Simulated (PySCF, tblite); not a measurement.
C₆H₁₃N.
Bonds: C1–N2, N2–C3, C3–C4, C4–C5, C5–C6, C6–C7, C4–C7. Hydrogens: H8, H9, H10 on C1; H11 on N2; H12, H13 on C3; H14 on C4; H15, H16 on C5; H17, H18 on C6; H19, H20 on C7.

Structure optimised with GFN2-xTB, isolated species.

Some entries are withheld. Bonds in one row agree within 0.01 Å.

```json
{"coordinate": "C1–N2", "value": "?"}
{"coordinate": "N2–C3", "value": "1.451 Å"}
{"coordinate": "C3–C4", "value": "?"}
{"coordinate": "C4–C5, C4–C7", "value": "?"}
{"coordinate": "C5–C6, C6–C7", "value": "?"}
{"coordinate": "C1–H8", "value": "1.102 Å"}
{"coordinate": "C1–H9, C1–H10", "value": "1.090 Å"}
{"coordinate": "N2–H11", "value": "1.016 Å"}
{"coordinate": "C3–H12", "value": "1.107 Å"}
{"coordinate": "C3–H13", "value": "1.096 Å"}
{"coordinate": "C4–H14", "value": "1.091 Å"}
{"coordinate": "C5–H15, C7–H20", "value": "1.088 Å"}
{"coordinate": "C5–H16, C7–H19", "value": "1.089 Å"}
{"coordinate": "C6–H17", "value": "1.088 Å"}
{"coordinate": "C6–H18", "value": "1.088 Å"}
{"coordinate": "C1–N2–C3", "value": "113.1°"}
{"coordinate": "N2–C3–C4", "value": "?"}
{"coordinate": "C3–C4–C5", "value": "?"}
{"coordinate": "C3–C4–C7", "value": "?"}
{"coordinate": "C5–C4–C7", "value": "89.3°"}
{"coordinate": "C4–C5–C6", "value": "?"}
{"coordinate": "C5–C6–C7", "value": "89.6°"}
```

Problem. Fill in the missing values.

Solution. 
- C1–N2 = 1.447 Å, drawn single (N-methyl carbon to secondary amine nitrogen); 0.02 Å below the sum of covalent radii, 1.47 Å.
- C3–C4 = 1.520 Å, drawn single (sp3 carbon bound to nitrogen to four-membered-ring carbon); equal to the sum of covalent radii, 1.52 Å.
- C4–C5, C4–C7 = 1.540 Å, drawn single (both ends four-membered-ring carbon); 0.02 Å above the sum of covalent radii, 1.52 Å.
- C5–C6, C6–C7 = 1.536 Å, drawn single (both ends four-membered-ring carbon); 0.02 Å above the sum of covalent radii, 1.52 Å.
- N2–C3–C4 = 110.5°, at the sp3 carbon bound to nitrogen; the outer atoms are 2.441 Å apart.
- C3–C4–C5 = 116.4°, at the four-membered-ring carbon; the outer atoms are 2.600 Å apart.
- C3–C4–C7 = 117.3°, at the four-membered-ring carbon; the outer atoms are 2.614 Å apart.
- C4–C5–C6 = 89.6°, at the four-membered-ring carbon, inside a 4-membered ring; the outer atoms are 2.166 Å apart.

Radii are Cordero's, carbon taken as 0.76, 0.73 or 0.69 Å for four, three, and two or fewer neighbours.

Its GFN2-xTB frequencies are all real (lowest 63 cm⁻¹). The numbers are those of one conformer (C1–N2–C3–C4 180°, N2–C3–C4–C5 -179°, C3–C4–C5–C6 -131°, C4–C5–C6–C7 11°, C5–C6–C7–C4 -11°, C3–C4–C7–C6 130°).

The numbers are calculated, not measured.
